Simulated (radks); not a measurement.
Spherical quantum dot in the effective-mass picture: electrons in a hard-walled sphere of radius 1.78, all in effective atomic units (hartree* = m*/eps^2 hartree, bohr* = eps/m* bohr), one dielectric constant everywhere. Method: non-relativistic Kohn-Sham, exchange-only LDA, spin-polarised, spherical densities; computed with a radial shooting solver with Libxc functionals. Levels are named by radial order and angular momentum (1s, 1p, 1d, 2s, ...), and open shells are averaged over m.

N = 25, configuration 1s2 1p6 1d10 1f(up 7, down 0). This is the lowest configuration that the search found. Occupied and some empty levels:

level    occupation  eigenvalue (hartree*)  <r> (bohr*)
1s up             1                 20.266        1.097
1s down           1                 20.447        1.087
1p up             3                 21.299        1.181
1p down           3                 21.503        1.177
1d up             5                 22.908        1.240
1d down           5                 23.125        1.238
1f up             7                 25.017        1.285
2s up             0                 25.146       0.8191
2s down           0                 25.238       0.8226
1f down           0                 25.242        1.284
1g up             0                 27.587        1.321
1g down           0                 27.816        1.321
2p up             0                 28.103       0.9359
2p down           0                 28.217       0.9358
2d up             0                 31.514        1.015
2d down           0                 31.648        1.014

Energy (hartree*): total 348.002, kinetic 135.89, external 0, Hartree 233.54, exchange-correlation -21.427.

Electron density:

r (bohr*)  n(r) (e/bohr*^3)
0.0943               0.1544
0.183                0.1751
0.272                0.2126
0.360                0.2722
0.449                0.3610
0.537                0.4867
0.626                0.6559
0.715                0.8719
0.803                 1.131
0.892                 1.417
0.981                 1.701
1.07                  1.936
1.16                  2.068
1.25                  2.043
1.33                  1.827
1.42                  1.433
1.51                 0.9403
1.60                 0.4573
1.69                 0.1178
1.78              0.0002941
